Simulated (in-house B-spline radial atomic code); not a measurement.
Ta⁵⁺. Computed with a B-spline radial atomic code. Model: all-electron spherical atom, spin shells full or empty, radial basis limit, no spin-orbit coupling, Breit or QED, empty-state partial waves extrapolated as (l+1/2)^-4, RPA, G0W0 and static COHSEX of the highest shell as one setting changes (uncorrelated shells keep exact exchange).

Without the two-electron picture change, core correlation of heavy ions comes too large.

Given: element Ta; charge 5; filled core Xe; hamiltonian one-electron scalar X2C; mean-field start Hartree-Fock; highest l of empty states 9; nuclear rms radius 5.3507 fm; highest mean-field shell 4f.

Shell: 4f 7 7 (electrons up and down).

```
lowest nl shells left uncorrelated  RPA correlation energy (hartree)  G0W0 level (eV)  G0W0 minus most complete (meV)  COHSEX level (eV)  linearised minus solved G0W0 (meV)
                                 0                           -5.9075          -94.958                               0            -100.13                                -2.6
                                 1                                 ?                ?                               ?                  ?                                   ?
                                 2                           -5.4835          -94.957                             0.6            -100.13                                -2.6
                                 3                           -4.8894          -94.956                             2.4            -100.13                                -2.6
                                 4                                 ?                ?                               ?                  ?                                   ?
                                 5                           -4.1125          -94.908                            50.3            -100.09                                -2.7
                                 6                           -3.1558          -94.861                            96.8            -100.22                                -2.8
                                 7                           -2.9745          -94.842                           115.6            -100.15                                -2.8
                                 8                           -2.4332          -94.809                           148.8            -99.948                                -2.9
                                 9                           -1.5078           -95.36                          -402.2             -100.4                                -2.1
                                10                           -1.3443          -95.556                          -597.8             -100.4                                -1.8
                                11                          -0.85029          -96.487                         -1529.1             -100.4                                -0.5
```

What follows for lowest nl shells left uncorrelated = 1?

RPA correlation energy -5.6893 hartree; G0W0 level -94.958 eV; G0W0 minus most complete 0 meV; COHSEX level -100.13 eV; linearised minus solved G0W0 -2.6 meV.

What follows for lowest nl shells left uncorrelated = 4?

RPA correlation energy -4.6979 hartree; G0W0 level -94.945 eV; G0W0 minus most complete 12.5 meV; COHSEX level -100.11 eV; linearised minus solved G0W0 -2.6 meV.
